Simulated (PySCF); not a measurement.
Species: C6H10NO (doublet state).
Structure used (GFN2-xTB), in Å, numbered top down from 1:
```xyz
18
C6H10NO angstrom
C      0.6981    1.0741   -0.9083
C     -0.0932    0.3181    0.0825
C     -0.3693    1.1398    1.3464
C     -1.3852   -0.0392   -0.6229
C     -1.5959   -1.1428   -1.3212
N      0.6163   -0.9130    0.4621
C      1.9517   -0.9667    0.5149
O      2.7043   -0.0825    0.1853
H      0.9918    0.5971   -1.8212
H      0.9123    2.1125   -0.7658
H     -0.8988    2.0538    1.0930
H      0.5736    1.4015    1.8199
H     -0.9725    0.5670    2.0482
H     -2.1409    0.7312   -0.5723
H     -0.8513   -1.9161   -1.4129
H     -2.5222   -1.3101   -1.8436
H      0.0572   -1.6744    0.8137
H      2.3149   -1.9438    0.8904
```

The hyperfine couplings belong to this conformer and change with its torsions.

As a line formula: `[CH2][C@@](C)(C=C)NC=O` [radical].

Method: UKS B3LYP, pcH-1 on C H N O, non-relativistic, mean-field spin-orbit, GIAO (PySCF). One conformer (not necessarily the lowest) at the GFN2-xTB geometry, without solvent, vibrations or thermal averaging. The geometry wasn't refined by DFT: couplings that depend on bond lengths, twists or pyramidal angles can differ widely from those at the functional's own minimum. Stability of the SCF solution: not tested.

Principal values of hyperfine tensors in MHz (contact and dipolar terms together), for some of the nuclei:

```
atom  isotope       A1      A2      A3
  C1      13C    11.74   12.62  253.82
 H10       1H  -100.90  -62.97  -22.47
  H9       1H   -97.95  -62.39  -20.70
  C4      13C    43.56   52.14   62.26
  O8      17O   -52.81  -21.30  -20.28
 H18       1H    17.26   17.87   21.94
  C5      13C    -0.07    1.05   21.75
  C7      13C    -6.53   -5.39   -3.96
```

(1) Give the isotropic coupling of each nucleus in MHz and in mT (g = 2.0024), and the anisotropic part.

(2) What spin density at the nucleus of H10 lies behind its contact coupling (g_N = 5.58569)?

(3) C2 (13C, g_N = 1.40482) isn't in the table. Its spin density at the nucleus is -0.0234 bohr⁻³. What is its contact coupling?

(4) Which nucleus of the table has the largest anisotropic coupling, and what is its form?

(5) In a single crystal, with the field along each principal axis of the tensor of C1 in turn, what first-order splitting does this nucleus give (isotropic g, quadrupole terms neglected)?

Answers

(1) a_iso = (A1 + A2 + A3)/3, Ti = Ai − a_iso; 1 mT corresponds to 28.027 MHz.

```
atom  a_iso (MHz)  a_iso (mT)      T1      T2      T3
  C1        92.73       3.309  -80.99  -80.10  161.09
 H10       -62.11      -2.216  -38.79   -0.86   39.64
  H9       -60.35      -2.153  -37.60   -2.04   39.65
  C4        52.65       1.879   -9.10   -0.51    9.61
  O8       -31.46      -1.123  -21.34   10.16   11.18
 H18        19.02       0.679   -1.76   -1.15    2.92
  C5         7.58       0.270   -7.65   -6.52   14.17
  C7        -5.29      -0.189   -1.24   -0.10    1.34
```

(2) a_FC = 800.24 MHz bohr³ × g_N × ρ(0)/(2S). With a_FC = -62.11 MHz and 2S = 1, ρ(0) = -0.0139 bohr⁻³. In magnitude that is 4.4 % of the 1/π = 0.318 of a free hydrogen atom.

(3) By the same relation, a_FC = -26.3 MHz. Its full tensor has the principal values -28.02, -26.84, -24.06 MHz.

(4) C1: -81.0, -80.1, 161.1 MHz, axial, in the ratio −1:−1:+2, the form that spin in one p orbital centred on that nucleus gives.

(5) 2 lines (I = 1/2), spaced by |A_i|/(g × 13.996): 0.42, 0.45, 9.06 mT along the axes of A1, A2 and A3.

The run took 95 s of wall time (with the writing of density and orbital grids) on Arm Neoverse V1, one thread (shared host), and the process peaked at 0.97 GiB of memory.
